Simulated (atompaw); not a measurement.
**Reading a pseudo-wave (H)**

Columns: radius, all-electron u(r) and pseudo u(r) of the 1s shell (level -6.49 eV) of hydrogen in the configuration 1s1; PBE, scalar-relativistic, PAW (atompaw) scheme, atompaw 4.2.0.5.

```tsv
r (bohr)	all-electron	pseudo
0.026	0.0487	0.0405
0.052	0.0948	0.0808
0.078	0.1384	0.1206
0.105	0.1813	0.1613
0.131	0.2202	0.1995
0.157	0.2570	0.2365
0.183	0.2917	0.2723
0.209	0.3245	0.3067
0.235	0.3553	0.3396
0.262	0.3853	0.3719
0.288	0.4125	0.4013
0.314	0.4380	0.4289
0.340	0.4619	0.4548
0.366	0.4842	0.4789
0.392	0.5051	0.5012
0.418	0.5246	0.5219
0.445	0.5434	0.5417
0.471	0.5603	0.5592
0.497	0.5759	0.5753
0.523	0.5904	0.5901
0.549	0.6037	0.6036
0.575	0.6160	0.6160
0.602	0.6277	0.6277
0.628	0.6380	0.6380
0.654	0.6474	0.6474
0.680	0.6559	0.6559
```

Task: How many radial nodes do the two functions have?

Result: The all-electron 1s function has n − l − 1 = 0; the pseudo-wave has 0.

Task: Is the pseudo-wave norm-conserving?

Result: No, it belongs to a PAW set: the norm inside the radius is not constrained, and the difference is carried by the augmentation charge.
